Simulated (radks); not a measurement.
Species: Tb32+. Configuration: [Ar] 3d10 4s2 4p3.

All-electron calculation, Dirac Kohn-Sham, AM05, spin-unpolarised, spherical densities, point nucleus; open shells are shared between the two j in proportion to 2j + 1. Program: a radial shooting solver on a logarithmic mesh with Libxc functionals.

Energy parts (hartree):
part                       energy
total                 -11154.7428
kinetic                12248.4536
electron-nucleus      -25871.2795
Hartree                 2671.7873
exchange-correlation    -203.7043

Orbitals (lengths in bohr, moments of r in powers of bohr):
| orbital | occ. | eigenvalue (hartree) | <r^2> |
|---|---|---|---|
| 1s1/2 | 2 | -1947.902 | 0.0006322 |
| 2s1/2 | 2 | -360.4229 | 0.009811 |
| 2p1/2 | 2 | -344.9624 | 0.007108 |
| 2p3/2 | 4 | -317.4940 | 0.008330 |
| 3s1/2 | 2 | -113.0513 | 0.06372 |
| 3p1/2 | 2 | -106.4073 | 0.05897 |
| 3p3/2 | 4 | -100.5563 | 0.06547 |
| 3d3/2 | 4 | -89.27813 | 0.05140 |
| 3d5/2 | 6 | -87.98315 | 0.05318 |
| 4s1/2 | 2 | -51.62349 | 0.2621 |
| 4p1/2 | 1 | -48.86974 | 0.2627 |
| 4p3/2 | 2 | -47.07336 | 0.2829 |

The highest occupied level is 4p3/2 at -1280.9 eV. For comparison, the ionisation energy in NIST's Atomic Spectra Database is 1301 eV (theoretical). In exact Kohn-Sham theory the highest level is minus the ionisation energy, but local and semilocal functionals leave it too shallow, through self-interaction and a potential that decays too fast; potentials with the right tail come closer. Summed over all electrons, <r^2> = 2.453 bohr^2, which gives a Langevin (diamagnetic) susceptibility term of -1.94 x 10^-6 cm^3/mol. The density falls to 0.001 e/bohr^3 at r = 1.18 bohr.

Beside tabulated values, note that spin-unpolarised runs miss the spin-polarisation part of the exchange energy of open shells.
